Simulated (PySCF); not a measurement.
This PySCF input asks for the NMR shieldings of diethylene glycol, C$_{4}$H$_{10}$O$_{3}$; the geometry comes from PBE0-D3(BJ)/def2-TZVP.

```python
import basis_set_exchange as bse
import numpy as np
from pyscf import gto, dft
from pyscf.prop import nmr

atoms = """
O    -1.780122    1.640169   -1.188024
C    -2.119229    0.320896   -0.834710
C    -0.905605   -0.559916   -0.691012
O    -0.131210   -0.065960    0.376712
C     1.089113   -0.751080    0.538826
C     1.828848   -0.123526    1.691821
O     2.168809    1.218827    1.441780
H    -1.125493    1.940315   -0.551309
H    -2.755763   -0.069533   -1.632031
H    -2.694973    0.295676    0.100983
H    -1.212282   -1.597999   -0.493293
H    -0.319057   -0.544360   -1.620740
H     0.905678   -1.816185    0.745230
H     1.687579   -0.674939   -0.380169
H     2.763906   -0.663062    1.857322
H     1.219097   -0.216176    2.601411
H     1.352671    1.679765    1.228821
"""
names = dict.fromkeys(["O", "C", "H"], "pcSseg-2")
basis = {el: gto.basis.parse(bse.get_basis(n, elements=[el], fmt="nwchem")) for el, n in names.items()}
mol = gto.M(atom=atoms, basis=basis, charge=0, verbose=0)
mf = dft.RKS(mol, xc="PBE0")
mf.grids.level = 2
mf.grids.alignment = dft.numint.BLKSIZE   # the property module wants whole blocks of grid points
mf.conv_tol = 1e-9
mf.kernel()

calc = nmr.RKS(mf)   # GIAO
C = mf.mo_coeff
Co = C[:, mf.mo_occ > 0]
resp = mf.gen_response(singlet=True, hermi=2)
def vind(x):   # induced exchange potential for any number of trial vectors
    d = np.einsum("pi,xij,qj->xpq", C, 2 * x.reshape(-1, C.shape[1], Co.shape[1]), Co, optimize=True)
    return np.einsum("xpq,pi,qj->xij", resp(d - d.transpose(0, 2, 1)), C, Co, optimize=True).ravel()
mo1, _ = nmr.rhf.solve_mo1(calc, with_cphf=vind)
sigma = calc.kernel(mo1)
for i, s in enumerate(sigma):   # ppm
    w = np.linalg.eigvalsh((s + s.T) / 2)
    print("%2d %-2s iso %8.1f  s11 %8.1f  s22 %8.1f  s33 %8.1f" % (i, mol.atom_pure_symbol(i), w.mean(), *w))
```

Question: What does it print?

Answer: 
```
 0 O  iso    304.8  s11    285.0  s22    307.1  s33    322.3
 1 C  iso    118.3  s11     96.0  s22    107.1  s33    151.8
 2 C  iso    106.8  s11     82.2  s22     92.7  s33    145.6
 3 O  iso    294.1  s11    237.1  s22    308.3  s33    336.9
 4 C  iso    106.7  s11     82.0  s22     92.6  s33    145.6
 5 C  iso    118.2  s11     95.2  s22    107.7  s33    151.5
 6 O  iso    304.8  s11    285.3  s22    309.2  s33    319.9
 7 H  iso     30.2  s11     19.7  s22     29.5  s33     41.3
 8 H  iso     28.0  s11     23.8  s22     27.4  s33     32.7
 9 H  iso     27.5  s11     23.1  s22     26.9  s33     32.5
10 H  iso     28.0  s11     24.5  s22     27.3  s33     32.3
11 H  iso     28.0  s11     24.2  s22     26.8  s33     32.9
12 H  iso     28.1  s11     24.6  s22     27.4  s33     32.3
13 H  iso     28.0  s11     24.3  s22     26.7  s33     32.9
14 H  iso     28.0  s11     23.8  s22     27.4  s33     32.7
15 H  iso     27.5  s11     23.1  s22     27.0  s33     32.5
16 H  iso     30.2  s11     19.9  s22     29.4  s33     41.3
```

These numbers come from an equivalent density-fitted implementation of the same equations, which agrees with the script to about 0.01 ppm for H and up to a few tenths of a ppm for heavy atoms, so last digits may differ.

Question: Turn these shieldings into chemical shifts. Shifts are taken against calculated references (same method and geometry level): 17O (329.54 ppm) against H2O; TMS for 13C (186.03 ppm), 1H (31.52 ppm).

Answer: Averaging equivalent atoms: O 3: 35.4; O 0/6: 24.7; C 2/4: 79.3; C 1/5: 67.8; H 8/9/14/15: 3.78; H 10/11/12/13: 3.50; H 7/16: 1.32 ppm. Experimental scales use liquid or dissolved standards, which lie at an offset from isolated H2O (liquid H2O: subtract about 36 ppm).

Size and cost of the density-fitted run: 392 basis functions; peak memory 2.3 GiB.
